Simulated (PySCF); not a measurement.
CH6ClFSi2, SMILES F[Si@H](Cl)C[SiH3]. Geometry optimised at PBE-D3(BJ)/def2-SVP. The structure was generated by enumeration; whether it is a known compound was not checked. The values are those of a single conformer.

Computed equilibrium geometry at PBE-D3(BJ)/def2-SVP (PySCF confirms it by a frequency run) as Cartesian coordinates in Å (one conformer of several):
```xyz
11

F      1.7807    -0.6786     0.7649
Si     0.9369    -0.1551    -0.5347
Cl     0.4947     1.8489    -0.2294
C     -0.6397    -1.1359    -0.6668
Si    -1.9431    -0.7753     0.6733
H      1.8379    -0.2590    -1.7234
H     -1.0936    -0.9493    -1.6642
H     -0.3679    -2.2138    -0.6297
H     -3.0041    -1.8416     0.6363
H     -2.5852     0.5587     0.4263
H     -1.2989    -0.7765     2.0308
```
